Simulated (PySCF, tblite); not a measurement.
Isomers of C4H4N3OSi (doublet state), one GFN2-xTB conformer each. Single-point energies are computed at B3LYP/pcH-1 (PySCF, gas phase, no added dispersion term), electronic only. GFN2-xTB treats the open shell by occupation alone, and not every SCF solution was tested for stability.

Question: Rank them by B3LYP/pcH-1 energy, lowest first (kcal/mol).
A. `[N:1]#[C:2][c:3]1[cH:4][c:5]([SiH:6][NH2:7])[o:8][n:9]1` (doublet state) with C4–C5–Si6–N7 -24°, C5–Si6–N7–H -60° and 156°
B. `[N:1]#[C:2][c:3]1[cH:4][c:5]([SiH2:6][NH:7])[o:8][n:9]1` (doublet state) with C4–C5–Si6–N7 4°, C5–Si6–N7–H 131°

Answer: A (0.0), B (24.5).

GFN2-xTB itself gives, in the same order: 0.0, 19.1. Both levels put the same isomer lowest.

What happens when harmonic zero-point energies from GFN2-xTB frequencies are added?

```tsv
SMILES	ZPE (kcal/mol)	electronic (kcal/mol)	with ZPE (kcal/mol)
N#Cc1cc([SiH]N)on1	48.8	0.0	0.0
N#Cc1cc([SiH2][NH])on1	46.1	24.5	21.7
```

The zero-point energies span 2.7 kcal/mol. The order is unchanged.
